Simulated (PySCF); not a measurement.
B(CF3)(H)(OMe) (C2H4BF3O), SMILES COBC(F)(F)F. Geometry: PBE0-D3(BJ)/def2-SVP. One conformer was computed; it need not be the lowest.

Give the equilibrium geometry at PBE0-D3(BJ)/def2-SVP (PySCF confirms it by a frequency run) as a Z-matrix. (Estimate from the structure and the level; the computed values follow.)

Several could match; the one computed here: 
```
B
O 1 1.3300
C 2 1.4145 1 126.51
H 3 1.0981 2 107.77 1 -151.42
H 3 1.0990 4 109.29 2 -122.01
H 3 1.0997 4 108.82 5 -119.17
H 1 1.2055 2 118.15 3 -179.76
C 1 1.6175 7 120.46 2 179.98
F 8 1.3340 1 113.23 7 5.34
F 8 1.3480 9 107.03 1 -123.09
F 8 1.3499 9 107.01 10 -114.17
```
Charge 0, spin multiplicity 1.
